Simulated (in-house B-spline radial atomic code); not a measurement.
A run on neutral lutetium that did not converge. Method: Dirac-Kohn-Sham wB97X, spherical fractional occupations, Fermi nucleus of rms radius 5.37 fm; computed with an all-electron radial atomic-structure program (B-spline basis).

Command:
```bash
python run_scf.py task.json out
```
Settings (nuclear radius in fm, mass in u):
```
Z                71
configuration    [Xe] 4f14 5d1 6s2
hamiltonian      dirac
method           wb97x
spin_polarised   False
nucleus          fermi
rms_radius       5.37
atomic_mass      174.94078
speed_of_light   137.035999084
```

First and last ten iterations of the last attempt (damped for 15 steps, keeping 80 % of the old Fock matrix, then DIIS):
```
 iter        energy (Eh)    residual
    1      -14577.962294    5.94e-01
    2      -14438.863534    1.18e+00
    3      -14573.119176    4.53e-01
    4      -14577.389149    2.14e-01
    5      -14578.818721    1.03e-01
    6      -14579.247302    6.23e-02
    7      -14579.381933    3.94e-02
    8      -14579.435592    2.85e-02
    9      -14579.462988    2.12e-02
   10      -14579.478806    1.69e-02
  111      -14579.502095    7.51e-05
  112      -14579.502095    6.99e-05
  113      -14579.502095    5.48e-05
  114      -14579.502096    4.74e-05
  115      -14579.502095    5.46e-05
  116      -14579.502096    4.72e-05
  117      -14579.502098    5.76e-05
  118      -14579.502097    4.17e-05
  119      -14579.502092    5.32e-06
  120      -14579.502092    2.67e-05
 not converged after 120 iterations
```

The smallest residual met was 5.3e-06; the threshold is about 7e-07. Over the last five steps the energy moves by less than 1e-05 hartree, but the orbitals didn't meet the threshold. Time taken, with all properties: 2.4 min on 1 thread of x86-64 server CPU (shared host).
